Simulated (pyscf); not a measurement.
**Addition across a multiple bond or ene-type step: :Ge=Se (SMILES [Ge]=[Se]) [singlet] + H₂Se (SMILES [SeH2]) -> HSe–Ge:–SeH (SMILES [SeH][Ge][SeH]) [singlet]**

Gas phase, singlet surface, charge 0. Bonds broken: Se3–H4. Bonds formed: Ge1–Se3, Se2–H4. Optimised with ωB97X-D3(BJ)/def2-SVP in PySCF. Correlated levels are frozen-core, on RHF or UHF. ΔMP2 is the change of the MP2 total energy from the triple- to the quadruple-zeta basis.

Transition state (Å):

```xyz
5

Ge     1.4463     1.4783    -0.3235
Se     0.1660     1.4716    -2.1595
Se    -0.3077    -0.2426     0.6755
H     -0.5637     0.3142    -0.8991
H      0.4878    -1.3902     0.2237
```

One imaginary mode, 1105i cm⁻¹; descent along it reached the two sides named, in the forms told below.

```json
[
 {"bond": "Se3–H4", "change": "breaks", "reactant side (Å)": "1.465", "saddle": "1.690", "product side": "3.0"},
 {"bond": "Ge1–Se3", "change": "forms", "reactant side (Å)": "3.2", "saddle": "2.7", "product side": "2.340"},
 {"bond": "Se2–H4", "change": "forms", "reactant side (Å)": "3.6", "saddle": "1.860", "product side": "1.468"}
]
```

Electronic energies relative to the separated reactants (kcal/mol):

```
level                             barrier  reaction energy  reverse barrier
--------------------------------  -------  ---------------  ---------------
ωB97X-D3(BJ)/def2-TZVP                5.0            -26.4             31.4
PBE/def2-TZVP                         1.8            -19.4             21.2
r²SCAN/def2-TZVP                      3.8            -20.7             24.4
B3LYP-D3(BJ)/def2-TZVP                6.3            -19.4             25.7
PBE0-D3(BJ)/def2-TZVP                 2.8            -22.4             25.2
M06-2X/def2-TZVP                      8.0            -20.0             28.0
ωB97M-D3(BJ)/def2-TZVP               11.3            -18.1             29.4
HF/def2-TZVP                         27.7            -12.9             40.5
MP2/def2-QZVPP                        7.1            -17.5             24.6
CCSD/def2-TZVPP                      14.3            -16.2             30.5
CCSD(T)/def2-TZVPP                   11.4            -15.9             27.3
CCSD(T)/def2-TZVPP + ΔMP2(QZVPP)     10.4            -16.4             26.8
```

With CCSD(T)/def2-TZVPP + ΔMP2(QZVPP) energies and thermal terms (ideal gas, 1 atm, RRHO with modes under 100 cm⁻¹ raised to 100, one conformer, R ln 2 for chiral ones without a mode under 150 cm⁻¹), in kcal/mol:

```
T (K)   ΔH‡   ΔG‡     ΔH     ΔG
-----  ----  ----  -----  -----
298     8.7  17.9  -15.5   -6.4
600     9.1  27.0  -14.7   +2.5
900     9.7  35.8  -13.8  +11.0
1200   10.3  44.4  -12.9  +19.1
```

On the reactant side the descent ends in a complex, 5.9 kcal/mol under the separated species and 10.9 kcal/mol under the saddle at ωB97X-D3(BJ)/def2-TZVP. This is the saddle that the search found; another between the same sides may lie lower. The CCSD(T) − MP2 part came from Ansatz, without density fitting, on the same reference. The frozen core leaves the outer d or s,p core shells of the metals and heavy elements correlated in the MP2 and CC values, and def2-TZVPP describes them poorly, which can shift differences by a few kcal/mol. Elements up to Kr have no core potential and no relativistic terms here.
